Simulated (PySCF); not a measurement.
**TDDFT excited states: C5H4O2**

C₅H₄O₂.
Geometry (GFN2-xTB, Å), atoms numbered from 1 in this order:
```
atom  x, y, z in Å
C1    -2.584    0.052    0.430
C2    -1.654    0.702   -0.264
C3    -0.286    0.388   -0.182
C4     0.887    0.111   -0.105
C5     2.291   -0.177   -0.052
O6     3.138    0.408   -0.677
O7     2.560   -1.190    0.787
H8    -2.328   -0.755    1.096
H9    -3.627    0.309    0.352
H10   -1.907    1.514   -0.934
H11    3.515   -1.360    0.801
```

Computed, not measured: TDDFT PBE0/def2-SVPD, vertical, gas phase, core orbitals frozen in the response in PySCF.

Q: List the vertical singlet excitations with oscillator strengths and describe the spectrum.

A: 

```csv
state,E (eV),λ (nm),f,symmetry,"main configurations (H = HOMO, L = LUMO)"
S1,4.31,287.4,0.0000,–,H-1→L (96%)
S2,5.04,246.0,0.437,A′,H→L (88%)
S3,5.21,237.8,0.0001,–,H-2→L (92%)
S4,6.44,192.6,0.0019,–,H→L+2 (82%)
S5,6.65,186.4,0.025,A′,H-3→L (87%)
S6,6.95,178.4,0.0001,–,H-1→L+1 (93%)
```

Triplets, Tamm–Dancoff:

```csv
state,E (eV),λ (nm),"main configurations (H = HOMO, L = LUMO)"
T1,3.11,398.6,H→L (94%)
T2,3.98,311.5,H-1→L (93%)
```

The lowest singlet lies at 4.31 eV (287 nm, ultraviolet) and is dark (f under 0.0005); its leading configuration is HOMO-1→LUMO (96%). The strongest level in the table is S2 at 5.04 eV (246 nm, f = 0.437). Löwdin shares by element: HOMO carbon 84% or more (atoms not listed hold the other 16%); LUMO carbon 64% or more (atoms not listed hold the other 36%). The oscillator strengths of these states sum to 0.465; summed over the whole spectrum of an exact calculation they would give the number of electrons, 50 (Thomas–Reiche–Kuhn). Weighted by f, the mean energy of these states is 5.13 eV. Of the 6 states listed, 2 reach f = 0.01 and 3 stay under 0.0005. No computed singlet lies in the visible range (380 to 750 nm); the lowest, at 287 nm, stands 1.05 eV above its violet end (3.26 eV); a Tamm–Dancoff triplet lies at 399 nm, without intensity as long as spin–orbit coupling is left out. Symmetry labels in Cs follow from the direction of the transition dipole and are given only for states with f of 0.002 or more. The window holds the lowest 6 singlets.

Time: 35 s; peak memory 0.74 GiB. Hardware: an Intel Xeon at 2.70 GHz with one thread, on a shared host.

One conformer stands for the species.
